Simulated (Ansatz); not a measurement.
Basis sets compared for SbMe2Cl (C₂H₆ClSb). Total charge 0; singlet. Geometry PBE-D4/def2-SVP. Ansatz on 2 threads of Arm Neoverse V1 on a shared host; times are rough, and most runs start from earlier orbitals.

```tsv
atom	x (Å)	y (Å)	z (Å)
Sb1	-0.307	1.259	0.371
C2	-1.526	-0.533	0.067
H3	-1.441	-1.186	0.959
H4	-1.156	-1.067	-0.829
H5	-2.585	-0.247	-0.080
C6	1.567	0.129	0.371
H7	2.423	0.829	0.342
H8	1.592	-0.527	-0.519
H9	1.624	-0.483	1.294
Cl10	-0.190	1.825	-1.975
```

In the def2 sets Sb takes a core potential, while STO-3G treats all electrons; there is no spin–orbit coupling.

STO-3G and 6-31G are all-electron sets without relativity, so their totals don't compare with the def2 sets.

Binding counts from free atoms (Sb quartet, C triplet, H doublet, Cl doublet) in the same basis, without a counterpoise term.

| level | functions | energy (Eh) | HOMO (eV) | LUMO (eV) | binding per atom (eV) | wall time |
| --- | --- | --- | --- | --- | --- | --- |
| HF/STO-3G | 52 | -6784.3220 | -7.12 | 5.76 | – | 0.45 s |
| PBE-D4/def2-SVP | 102 | -779.7992 | -5.88 | -1.91 | 3.55 | 1.6 s |
| PBE0-D4/def2-SVP | 102 | -779.8651 | -7.00 | -1.14 | 3.50 | 2.5 s |

(1) Estimate the rows for HF/def2-TZVP, PBE-D4/def2-TZVP, PBE0-D4/def2-TZVP (with forces).

Answers

(1) 
| level | functions | energy (Eh) | HOMO (eV) | LUMO (eV) | binding per atom (eV) | wall time |
| --- | --- | --- | --- | --- | --- | --- |
| HF/def2-TZVP | 185 | -778.0687 | -9.42 | 1.76 | 2.53 | 3.7 s |
| PBE-D4/def2-TZVP | 185 | -780.0641 | -6.07 | -2.11 | 3.56 | 3 s |
| PBE0-D4/def2-TZVP (with forces) | 185 | -780.1240 | -7.12 | -1.33 | 3.50 | 7 s |
